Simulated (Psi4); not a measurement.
C$_{2}$H$_{4}$N, doublet, geometry from GFN2-xTB, with bond 5-1 at 2.0 times its length. Base run: R2SCAN/def2-SV(P) (Psi4).

Geometry (Å):
```xyz
7

C      1.1363    -0.2246    -0.2490
N      0.0107     0.3832    -0.0979
C     -1.1431    -0.0180     0.3110
H      1.2256    -1.3001    -0.3682
H      2.9147     0.9754    -0.4276
H     -1.9984     0.5969     0.0899
H     -1.2869    -0.8985     0.9299
```
Charge 0, spin multiplicity 2.
Orbitals are unrestricted.
All else is at Psi4's defaults (density fitting).
Base energy -132.95341 Eh.

Variants of this job, named by their change:

```tsv
change	ΔE vs base (mEh)	SCF cycles	grid points	basis functions	outcome
base	0.000	16	152100	50	converged
dft_radial_scheme = multiexp	0.003	16	157894	50	converged
dft_radial_scheme = mura	0.006	16	153273	50	converged
ints_tolerance = 1e-8	0.000	16	152100	50	converged
scf_type = pk	0.085	16	152100	50	converged
diis_max_vecs = 15	0.000	15	152100	50	converged
e_convergence = 1e-8	0.000	16	152100	50	converged
scf_type = mem_df	0.000	16	152100	50	converged
dft_pruning_scheme = robust	0.000	16	104970	50	converged
scf_initial_accelerator = none	0.000	15	152100	50	converged
diis_max_vecs = 3	-4.294	53	152100	50	another SCF solution
dft_nuclear_scheme = stratmann	-0.002	16	142092	50	converged
level_shift = 1.0	0.000	16	152100	50	converged
```

A guess, shift, damping, solver or small numerical setting can't move a converged solution much, so rows marked as another SCF solution ended in a different state.

Open shells are given as the SCF converged; they aren't shown to be the lowest states, and a large step between rows can be another state.
